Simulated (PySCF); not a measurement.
Two species compared at the same levels of theory.

First species: H9N3OSi3.
InChI=1S/H9N3OSi3/c4-7-2-5-1-6-3-7/h1-4,7H,5-6H2

Second species: cis-Si(NH3)2Cl4.
Bonds: Si1–N2, Si1–Cl6, Si1–N7, Si1–Cl11, Si1–Cl12, Si1–Cl13. Hydrogens: H3, H4, H5 on N2; H8, H9, H10 on N7.

Levels: wB97X-D/def2-SVPD for HOMO energy, LUMO energy, HOMO–LUMO gap and static isotropic polarisability; TDDFT wB97X-D/def2-SVPD for lowest singlet excitation; TDA wB97X-D/def2-SVPD for lowest triplet excitation (Tamm–Dancoff). Geometries: PBE0-D3(BJ)/def2-SVP. Each species is one conformer at its optimised geometry, gas phase, non-relativistic unless stated; the electronic structure was computed with PySCF and density fitting.

```json
{"property": "HOMO energy", "column X": "-9.78 eV", "column Y": "-9.29 eV"}
{"property": "LUMO energy", "column X": "0.84 eV", "column Y": "1.72 eV"}
{"property": "HOMO–LUMO gap", "column X": "10.62 eV", "column Y": "11.01 eV"}
{"property": "lowest singlet excitation", "column X": "6.34 eV", "column Y": "6.63 eV"}
{"property": "lowest triplet excitation (Tamm–Dancoff)", "column X": "6.06 eV", "column Y": "6.37 eV"}
{"property": "static isotropic polarisability", "column X": "101.9 au", "column Y": "97.0 au"}
```

**Question.** Which column belongs to which species?

**Answer.** Column X is the second species and column Y the first. The first has 16 atoms and 80 electrons, the second 13 and 102.

**Question.** How does each property change from the first species to the second?

**Answer.** HOMO energy -0.49 eV; LUMO energy -0.88 eV; HOMO–LUMO gap -0.39 eV; lowest singlet excitation -0.29 eV; lowest triplet excitation (Tamm–Dancoff) -0.31 eV; static isotropic polarisability +4.9 au.

On the first: The principal polarisabilities are 85.4, 102.2 and 103.3 au; their mean is the isotropic value. The vertical singlet–triplet gap S1 − T1 is 0.26 eV (TDDFT singlet less Tamm–Dancoff triplet; S1: HOMO→LUMO+1, weight 0.57; T1: HOMO→LUMO+1, weight 0.61).

On the second: The polarisability is 15.10 Å³ as a volume (1 au = 0.148185 Å³), or 1.00 au for each of the 102 electrons. The vertical singlet–triplet gap S1 − T1 is 0.28 eV (TDDFT singlet less Tamm–Dancoff triplet; S1: HOMO→LUMO+1, weight 0.50, beside HOMO→LUMO, weight 0.45; T1: HOMO→LUMO+1, weight 0.50, beside HOMO→LUMO, weight 0.43).
